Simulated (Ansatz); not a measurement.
Relaxation of Cl2H6HfN2 (11 atoms, charge 0, multiplicity 1), to a largest force component of 0.03 eV/Å in at most 50 steps.

Level of theory: RKS PBE0/def2-SVP (Ansatz).

```xyz
11
Properties=species:S:1:pos:R:3:forces:R:3
Hf 0.027 0.092 0.002 0.01 0.03 1.98
N 0.000 0.150 2.147 -0.11 0.20 -1.97
H -0.669 0.719 2.660 0.01 0.01 0.01
H 0.704 -0.193 2.794 0.01 -0.02 0.03
Cl 2.222 0.434 -0.814 0.01 0.00 0.00
N -1.098 1.662 -0.522 -0.01 -0.02 0.04
H -2.000 1.604 -0.990 -0.01 0.01 -0.02
H -0.843 2.642 -0.412 0.01 -0.01 -0.01
Cl -1.113 -1.750 -0.954 -0.01 0.01 0.02
H 1.409 -2.274 1.337 1.25 -0.98 -0.85
H 0.909 -1.873 1.665 -1.15 0.77 0.77
```

Question: Where does it end, and by what steps?

Answer: The run converged. The force dipped under the threshold on the way, but the program's further checks kept it going. After 17 steps the energy has fallen by 0.278 eV; H11 moved furthest, 0.84 Å.

| step | energy less start (eV) | largest force component (eV/Å) | accepted |
| --- | --- | --- | --- |
| 0 | 0.0000 | 1.978 | yes |
| 1 | -0.1815 | 1.097 | yes |
| 2 | -0.2294 | 0.245 | yes |
| 3 | -0.2372 | 0.293 | yes |
| 4 | -0.2448 | 0.293 | yes |
| 5 | -0.2543 | 0.130 | yes |
| 6 | -0.2649 | 0.183 | yes |
| 7 | -0.2763 | 0.031 | yes |
| 8 | -0.2764 | 0.074 | yes |
| 9 | -0.2764 | 0.075 | yes |
| 10 | -0.1411 | 1.840 | no |
| 11 | -0.2775 | 0.051 | yes |
| 12 | -0.2770 | 0.182 | no |
| 13 | -0.2783 | 0.012 | yes |
| 14 | -0.2781 | 0.112 | no |
| 15 | -0.2784 | 0.032 | yes |
| 16 | -0.2783 | 0.042 | no |
| 17 | -0.2784 | 0.011 | yes |

```xyz
11
Properties=species:S:1:pos:R:3
Hf -0.091 0.174 0.073
N -0.173 0.302 2.081
H -0.632 1.023 2.631
H 0.257 -0.368 2.717
Cl 2.169 0.365 -0.641
N -1.099 1.787 -0.561
H -2.087 1.810 -0.806
H -0.690 2.697 -0.769
Cl -1.256 -1.767 -0.651
H 1.892 -2.198 1.385
H 1.256 -2.612 1.453
```

Whether the end is a true minimum wasn't checked by a vibrational analysis.

Run time: 56 s on 4 threads of Intel(R) Xeon(R) Platinum 8259CL CPU @ 2.50GHz (Skylake/Cascade Lake) (shared host), peak memory 0.35 GiB.
